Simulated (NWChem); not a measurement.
System: PbNH2Cl, singlet; SMILES [NH2][Pb][Cl]

Program: NWChem. Low-valent species are run as closed-shell singlets; no triplet was tried in these runs. Structure relaxed at the PBE0/def2-SVP level. No frequency run checked for a minimum. def2 effective core potentials on Pb; no spin-orbit coupling. One conformer.

Diagonal of the polarisability tensor at B3LYP/def2-SVPD, static: 73.73, 83.48, 50.22 bohr³.

**Question.** Find the mean polarisability volume, the molar refraction, and the refractive index that an ideal gas of it would have at 273.15 K and 1 atm.

**Answer.** 
1. Mean: one third of the trace = 69.15 bohr³ × 0.14818 Å³/bohr³ = 10.25 Å³.
2. Molar refraction (Lorentz-Lorenz): (4π/3) N_A α = 25.8 cm³/mol.
3. Number density p/kT = 2.687 × 10⁻⁵ Å⁻³; n − 1 = 2π N α = 17.30 × 10⁻⁴.
4. These hold the electronic response alone: vibrational and orientational terms add to the static dielectric constant.
